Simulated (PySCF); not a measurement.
Input of a response calculation (the driver script's job line, then coordinates in Å):

```
{"job": {"kind": "uv", "xc": "PBE0", "basis": "def2-SVPD", "ip": false, "nstates": 15}, "charge": 0, "multiplicity": 1}
Ti     0.689837    -0.333968     0.189019
O      0.896603    -0.505664     1.961436
H      1.665824    -0.790500     2.461732
O      2.248512    -0.725621    -0.603299
H      2.439072    -1.400455    -1.260510
O      0.213798     1.335152    -0.156023
C      0.214744     2.713266    -0.092511
H      0.195640     3.065950     0.954957
H     -0.671910     3.127293    -0.605471
H      1.112914     3.135634    -0.578851
O     -0.558720    -1.450016    -0.383695
C     -1.844987    -1.951240    -0.445270
H     -2.195484    -2.277783     0.550572
H     -1.885572    -2.824365    -1.120605
H     -2.553062    -1.193792    -0.827482
```

Output:

```
coarse grid: 58312 points
cycle   1  E = -1230.1610986752  dE =  5.550e-01  |g| = 1.514e+00  |ddm| = 5.594e+00
cycle   2  E = -1224.5515166528  dE =  5.610e+00  |g| = 6.192e+00  |ddm| = 6.948e+00
cycle   3  E = -1230.4197499412  dE = -5.868e+00  |g| = 9.515e-01  |ddm| = 5.367e+00
cycle   4  E = -1230.5801159224  dE = -1.604e-01  |g| = 3.572e-01  |ddm| = 1.534e+00
cycle   5  E = -1230.6089685229  dE = -2.885e-02  |g| = 4.851e-02  |ddm| = 4.166e-01
cycle   6  E = -1230.6093256426  dE = -3.571e-04  |g| = 2.857e-02  |ddm| = 7.458e-02
cycle   7  E = -1230.6094797456  dE = -1.541e-04  |g| = 7.610e-03  |ddm| = 2.862e-02
cycle   8  E = -1230.6094918105  dE = -1.206e-05  |g| = 9.113e-04  |ddm| = 7.685e-03
cycle   9  E = -1230.6094919304  dE = -1.199e-07  |g| = 6.287e-04  |ddm| = 1.730e-03
final grid: 123480 points
cycle  10  E = -1230.6095546260  dE =  2.097e-07  |g| = 1.257e-03  |ddm| = 5.146e-03
cycle  11  E = -1230.6095534141  dE =  1.212e-06  |g| = 2.754e-03  |ddm| = 3.490e-03
cycle  12  E = -1230.6095549304  dE = -1.516e-06  |g| = 2.515e-04  |ddm| = 2.585e-03
cycle  13  E = -1230.6095549436  dE = -1.321e-08  |g| = 1.265e-05  |ddm| = 3.201e-04
cycle  14  E = -1230.6095549436  dE = -1.978e-11  |g| = 8.152e-06  |ddm| = 2.042e-05
converged SCF energy = -1230.6095549436

Static polarisability (au): isotropic 82.859, principal 71.033 81.921 95.624

Singlet excitations
state   eV       nm        f      main configurations
  1   5.2894    234.4   0.00399   H->L 0.73, H->L+1 0.12, H-1->L 0.10
  2   5.4120    229.1   0.00339   H-1->L 0.72, H->L 0.10
  3   5.5037    225.3   0.00443   H->L+1 0.74, H-1->L 0.12
  4   5.7358    216.2   0.00686   H-2->L 0.60, H-1->L+1 0.28
  5   5.7942    214.0   0.02633   H-1->L+1 0.49, H-2->L 0.17, H-2->L+1 0.10
  6   5.9738    207.5   0.01892   H-2->L+1 0.58, H-3->L 0.15
  7   6.1866    200.4   0.00632   H-3->L+1 0.57, H-3->L 0.23
  8   6.2659    197.9   0.00040   H->L+3 0.57, H-3->L 0.21, H->L+2 0.09
  9   6.3141    196.4   0.00814   H->L+3 0.25, H-1->L+4 0.15, H-1->L+2 0.12
 10   6.3597    195.0   0.00132   H-1->L+3 0.77
 11   6.3956    193.9   0.01741   H->L+2 0.23, H-3->L+1 0.16, H->L+4 0.13
 12   6.4864    191.1   0.00507   H-1->L+2 0.30, H-4->L 0.24, H-1->L+4 0.15
 13   6.5618    188.9   0.01400   H-4->L 0.34, H-5->L 0.14, H->L+2 0.10
 14   6.6311    187.0   0.00102   H-5->L 0.50, H-4->L+1 0.23
 15   6.6452    186.6   0.00130   H->L+5 0.25, H-2->L+3 0.24, H-2->L+2 0.18

Triplet excitations (Tamm-Dancoff, eV): 5.0432 5.1971 5.2775 5.3371
```

Theory: TDDFT PBE0/def2-SVPD, vertical, gas phase, core orbitals frozen in the response (PySCF). Geometry: PBE0-D3(BJ)/def2-SVP; no solvent, vibrations or thermal averaging.

Question: What is the polarisability anisotropy, √(½[(α1 − α2)² + (α2 − α3)² + (α3 − α1)²])?

Answer: 21.34 au.

Question: Which orbital energies lie behind H and L?

Answer: HOMO -7.87 eV and LUMO -0.93 eV, a gap of 6.94 eV; state 1 differs from that by -1.65 eV.

Question: How many basis functions and electrons does this run hold?

Answer: 230 basis functions for 74 electrons in 37 doubly occupied orbitals.

Question: What is the total energy of state 2 at this geometry?

Answer: -1230.60955 + 0.19889 = -1230.41066 hartree.

Question: What transition dipole goes with state 5?

Answer: |μ|² = 3f / (2ΔE) = 3 × 0.0263 / (2 × 0.2129) = 0.185 au, so |μ| = 1.09 D.

Question: Write the structure that the coordinates describe.

Answer: Ti(OH)2(OMe)2 (`C[O][Ti]([OH])([OH])[O]C`) (C2H8O4Ti), point group C1.

The SCF starts on a coarse grid; the energy jumps when the final grid takes over, and dE counts afresh there. H and L stand for HOMO and LUMO.

Time: 2.8 min (with the writing of density and orbital grids); peak memory 0.98 GiB. Hardware: an Intel Xeon at 2.50 GHz with one thread, on a shared host.
